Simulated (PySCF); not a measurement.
Compound: C7H5NO2.
Structure used (GFN2-xTB), in Å, numbered top down from 1:
```xyz
15
C7H5NO2 angstrom
C     -2.658   -0.125    0.403
C     -2.452    0.067   -0.930
O     -1.140    0.140   -1.206
C     -0.481   -0.008   -0.033
C      0.955    0.028   -0.021
C      1.838    0.198   -1.054
O      3.087    0.158   -0.544
C      2.914   -0.033    0.767
N      1.682   -0.117    1.137
C     -1.376   -0.174    0.992
H     -3.602   -0.219    0.900
H     -3.131    0.164   -1.754
H      1.714    0.343   -2.106
H      3.773   -0.101    1.404
H     -1.129   -0.313    2.024
```

Computed at PBE0/pcSseg-1 (PySCF, non-relativistic), with Q(17O) = −0.0256 b, Q(14N) = 0.02044 b: O3, 17O (I = 5/2): χzz = -8.764 MHz, η = 0.085; O7, 17O (I = 5/2): χzz = -8.276 MHz, η = 0.060; N9, 14N (I = 1): χzz = -4.529 MHz, η = 0.095.

Find the zero-field quadrupole resonance frequencies of 17O at O3.

From the eigenvalues of H = χ/[4I(2I − 1)] × [3Iz² − I(I + 1) + η(Ix² − Iy²)], steps between neighbouring levels, labelled as for η = 0: ±1/2↔±3/2 1.325 MHz, ±3/2↔±5/2 2.625 MHz (furan-type oxygen).

Find the zero-field quadrupole resonance frequencies of 17O at O7.

From the eigenvalues of H = χ/[4I(2I − 1)] × [3Iz² − I(I + 1) + η(Ix² − Iy²)], steps between neighbouring levels, labelled as for η = 0: ±1/2↔±3/2 1.246 MHz, ±3/2↔±5/2 2.481 MHz (furan-type oxygen).

Find the zero-field quadrupole resonance frequencies of 14N at N9.

From ν± = (3/4)|χ|(1 ± η/3) and ν0 = |χ|η/2: ν+ 3.504 MHz, ν− 3.289 MHz, ν0 0.215 MHz (pyridine-type nitrogen).

In a crystal, neighbours and librations shift these lines. Geometry: GFN2-xTB, one conformer, isolated molecule. GFN2-xTB bond lengths can be off by several hundredths of an ångström, more for odd bonds, and the gradients follow them. With so small a basis the couplings can be 20 % off.

The run behind these numbers computed NMR shieldings as well. On one thread, x86-64 server, on a shared host, this took 26 s wall.
